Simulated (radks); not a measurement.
Initial-state core-level shifts of the strontium ion Sr+ when its valence configuration changes from [Kr] 5s1. Method: scalar-relativistic Kohn-Sham, PBE, spin-polarised, spherical densities, point nucleus; open shells are filled with parallel spins first (spin-orbit coupling, left out, can overturn this in heavy ions); computed with a radial shooting solver on a logarithmic mesh with Libxc functionals. Shifts are changes of the shell-averaged eigenvalues in eV (positive: less bound).

[
 {"valence": "4d1", "1s": "+1.979", "2s": "+2.154", "2p": "+2.140", "4s": "+2.070"},
 {"valence": "5p1", "1s": "-1.272", "2s": "-1.274", "2p": "-1.272", "4s": "-1.241"},
 {"valence": "4d0.5 5p0.5", "1s": "+0.427", "2s": "+0.521", "2p": "+0.514", "4s": "+0.475"},
 {"valence": "4d0.5 5s0.5", "1s": "+1.048", "2s": "+1.140", "2p": "+1.133", "4s": "+1.086"}
]
